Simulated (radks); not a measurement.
The mean radii <r> (bohr) of the occupied orbitals of an atom or ion are listed with their occupations. Calculated with a radial shooting solver on a logarithmic mesh with Libxc functionals: non-relativistic Kohn-Sham, TPSS, spin-polarised, spherical densities, point nucleus; meta-GGA in the generalised Kohn-Sham scheme.

| orbital | occ. | <r> |
|---|---|---|
| 1s up | 1 | 0.02447 |
| 1s down | 1 | 0.02447 |
| 2s up | 1 | 0.1036 |
| 2s down | 1 | 0.1035 |
| 2p up | 3 | 0.08790 |
| 2p down | 3 | 0.08781 |
| 3s up | 1 | 0.2531 |
| 3s down | 1 | 0.2537 |
| 3p up | 3 | 0.2411 |
| 3p down | 3 | 0.2418 |
| 3d up | 3 | 0.2102 |

Name the element and its charge. Open shells, if any, are filled with parallel spins first.

Answer. Z = 62, samarium, charge +41: Sm41+ in [Ar] 3d3. The 1s radius gives Z: for a bare nucleus <r> = 1.5/Z, 0.02419 bohr for Z = 62, and screening makes it slightly larger (0.02447 here). The occupations add up to 21, and the charge is Z minus that.
